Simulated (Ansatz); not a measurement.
Cost and result up the ladder for Sn6 (6 atoms). The state is a singlet with charge 0. Geometry: PBE-D4/def2-SVP.

```xyz
6

Sn   -0.681   -0.430   -1.516
Sn   -1.810    1.495    0.388
Sn    1.223    1.751   -1.045
Sn    0.679    0.430    1.517
Sn   -1.220   -1.754    1.045
Sn    1.810   -1.492   -0.389
```

Ansatz on 4 threads of Intel Xeon Platinum 8488C on a shared host. Times are rough, and most runs start from the orbitals of an earlier one. No level here is sound enough to serve as a yardstick. Binding counts from free atoms at the same level (Sn triplet; other spins of the atoms weren't run), without zero-point energy or a counterpoise term.

In the def2 sets Sn takes a core potential; there is no spin–orbit coupling. Correlated methods freeze 24 core orbitals; core or outer-core shells of Sn are correlated, in sets that lack core-valence functions. The rows differ in basis, and correlated rows in double-zeta sets carry the largest basis error. The structure comes from a short search, and lower isomers may exist.

Run but left out: HF/STO-3G (restricted singlet, unstable in another Hartree–Fock run and untested here).

Correlated methods converge slowly with the basis, most of all in double-zeta sets.

| level | functions | wall time | binding energy per atom (eV) | remarks |
| --- | --- | --- | --- | --- |
| PBE-D4/def2-SVP | 156 | 1.6 s | 2.74 | restricted SCF unstable in HF |
| PBE-D4/def2-TZVP | 300 | 3.5 s | 2.76 | – |
| revPBE-D4/def2-TZVP | 300 | 3.5 s | 2.59 | restricted SCF unstable in HF |
| PBE0-D4/def2-SVP | 156 | 3.8 s | 2.58 | restricted SCF unstable in HF |
| PBE-D4/def2-TZVPD | 336 | 5.5 s | 2.76 | restricted SCF unstable in HF |
| r2SCAN-D4/def2-TZVP | 300 | 7.5 s | 2.62 | restricted SCF unstable in HF |
| CAM-B3LYP-D4/def2-TZVP | 300 | 11 s | 2.33 | restricted SCF unstable in HF |
| PBE0-D4/def2-TZVPD | 336 | 14 s | 2.62 | restricted SCF unstable in HF |
| PBE0-D4/def2-TZVP (with forces) | 300 | 17 s | 2.62 | restricted SCF unstable in HF |
| MP2/def2-TZVP | 300 | 17 s | 2.91 | restricted SCF unstable |
| RPA@PBE/def2-TZVP | 300 | 18 s | 2.31 | – |
| ωB97X-V/def2-TZVP | 300 | 22 s | 2.47 | restricted SCF unstable in HF |
| CCSD(T)/def2-SVP | 156 | 64 s | 2.25 | restricted SCF unstable |
